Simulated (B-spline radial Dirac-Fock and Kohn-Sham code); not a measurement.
ΔSCF core binding energies without Breit or QED terms, calculated with a radial B-spline solver.

A sound run for Ne⁶⁺, configuration [He] 2s2: The ground state converged in 8 iterations, with total energy -110.25596 Ha, virial ratio 1.99737 and highest orbital energy -204.12 eV. ΔSCF binding energies: K (1s) 1099.8 eV. Holes are computed only in closed shells, and unreliable hole states are left out.

A second run, with one unsound setting: The ground state converged in 9 iterations, with total energy -119.47454 Ha, virial ratio 1.17516 and highest orbital energy -265.15 eV. ΔSCF binding energies: K (1s) 1085.5 eV. Holes are computed only in closed shells, and unreliable hole states are left out.

```
iter   energy (Ha)        error
   1     -118.73433484  8.63e-01
   2     -119.47512748  5.47e-02
   3     -119.47461019  2.65e-02
   4     -119.47453452  1.35e-02
   5     -119.47453802  1.33e-03
   6     -119.47453870  5.98e-05
   7     -119.47453870  5.77e-06
   8     -119.47453870  3.61e-07
   9     -119.47453870  1.23e-08
```

Problem. Which fault fits the second run best?
A. tolerance below the noise
B. overfilled shell
C. speed of light below Z
D. functional not served

Solution. C. The input had c_factor = 0.0536: c_factor makes c so small that Zα exceeds 1, so any numbers that come out have no meaning.
